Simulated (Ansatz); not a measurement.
Frontier orbitals of `[AlH2][N]1[CH2][AlH]1`.

| atom | x (Å) | y (Å) | z (Å) |
| --- | --- | --- | --- |
| Al1 | 1.4022 | -1.0929 | 0.3631 |
| N2 | -0.0200 | -0.0518 | 0.2220 |
| C3 | -0.6034 | 0.7136 | -0.9700 |
| Al4 | -1.4666 | 0.8151 | 0.7174 |
| H5 | 1.7018 | -1.7282 | 1.7867 |
| H6 | 2.3256 | -1.3646 | -0.9007 |
| H7 | 0.0417 | 1.5030 | -1.3568 |
| H8 | -0.9574 | 0.0783 | -1.7826 |
| H9 | -2.4239 | 1.1274 | 1.9209 |

Total charge 0; spin multiplicity 1. All single points use the PBE0-D4/def2-TZVP geometry. Basis def2-TZVPP, Ansatz 0.2.0.

```
functional  HOMO (eV)  LUMO (eV)  gap (eV)
       PBE      -5.41      -1.98      3.43
      BLYP      -5.28      -1.87      3.41
    B97M-V      -5.68      -1.84      3.84
      PBE0      -6.52      -1.20      5.32
   r2SCANh      -6.00      -1.37      4.63
   ωB97M-V      -8.70       0.40      9.10
        HF      -9.17       1.50     10.67
```

A quarter of exact exchange (PBE0) shifts PBE's HOMO by −1.11 eV and its LUMO by +0.78 eV; full exchange at long range (ωB97M-V) shifts them by −3.29 and +2.38 eV. The gap opens from 3.43 to 9.10 eV, since occupied levels lose self-interaction and empty ones feel all the electrons. A positive LUMO is unbound and depends on the basis.
